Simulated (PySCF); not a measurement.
# One molecule, several mistakes: B2H6NSi cation

All numbers below are calculated, not measured. The program is PySCF 2.14.0, an open-source quantum chemistry code, run on an isolated molecule that a program drew, which may never have been made. The molecule is B2H6NSi cation (charge +1, singlet), drawn as the SMILES string `NBB[SiH2+]`.

Each row is a Hartree-Fock (HF) and frozen-core CCSD(T) single point in the cc-pV(D+d)Z basis, meant for a local HF minimum. Run 1 is clean. Each other run has one planted mistake out of seven kinds, and not every kind appears here: one electron removed, one electron added, multiplicity raised by two, geometry at a saddle point, minimal basis STO-3G, one bond length entered in bohr, all coordinates scaled. The reference is restricted for singlets and unrestricted otherwise, and also for a bond in bohr. Adding or removing an electron swaps singlet and doublet. Electrons count all cores. HOMO and LUMO are orbital energies over both spins, the gradient is its largest component, and the lowest frequency (negative if imaginary) is given only where the gradient is small. Bond lengths are over the 9 bonds as drawn. T1 is the CCSD diagnostic: over 0.02 (restricted) or 0.045 (unrestricted) a single reference is doubtful.

Geometry of the clean run:
```xyz
10
B2H6NSi cation, angstrom
N    -2.5044    0.3455   -0.3125
B    -1.2420    0.0038   -0.7398
B     0.2017    0.0458    0.1889
Si    0.9135   -1.5969    1.1080
H    -3.2895    0.3372   -0.9339
H    -2.7319    0.6927    0.5967
H    -1.0611   -0.3688   -1.8701
H     0.9273    0.9965    0.2401
H     0.6523   -1.8932    2.5224
H     1.6932   -2.6342    0.4214
```

```
run  electrons  basis functions  <S^2>  HOMO (eV)  LUMO (eV)  gradient (hartree/bohr)  lowest frequency (cm^-1)  mean bond (Å)  longest bond (Å)      T1  HF (hartree)  CCSD(T) (hartree)                          mistake
  1         36               95  0.000     -15.76      -5.41                  4.9e-05                        87         1.3826             2.012  0.0189    -395.97617         -396.45396                         no fault
  2         36               95  1.030     -12.15      -5.14                  6.2e-02                         -         1.5186             2.600  0.0282    -395.80074         -396.24975  one bond length entered in bohr
  3         36               30  0.000     -14.36      -2.34                  3.8e-02                         -         1.3826             2.012  0.0206    -391.38773         -391.59939             minimal basis STO-3G
  4         37               95  0.768      -6.97       1.41                  2.5e-02                         -         1.3826             2.012  0.0155    -396.20344         -396.69421                                ?
  5         36               95  2.032     -12.65      -7.70                  7.4e-02                         -         1.3826             2.012  0.0519    -395.86719         -396.34033                                ?
```

**Which mistake was planted in run 4, and what did it cost?**

It counts 37 electrons, one more than the clean run, at the same geometry and basis. So the mistake is: one electron added. Subtracting run 1 and multiplying by 627.51 kcal/mol a hartree, the energy moved by -142.6 kcal/mol in HF and -150.8 kcal/mol in CCSD(T).

**Which mistake was planted in run 5, and what did it cost?**

Electrons, basis and geometry are unchanged, and <S^2> is 2.032, beside S(S+1) = 2.00 for a multiplicity of 3. So the mistake is: multiplicity raised by two. Subtracting run 1 and multiplying by 627.51 kcal/mol a hartree, the energy moved by 68.4 kcal/mol in HF and 71.3 kcal/mol in CCSD(T).

Cautions from the logs. Run 3: T1 is over the limit, so its CCSD(T) energy is less reliable; run 5: T1 is over the limit, so its CCSD(T) energy is less reliable.
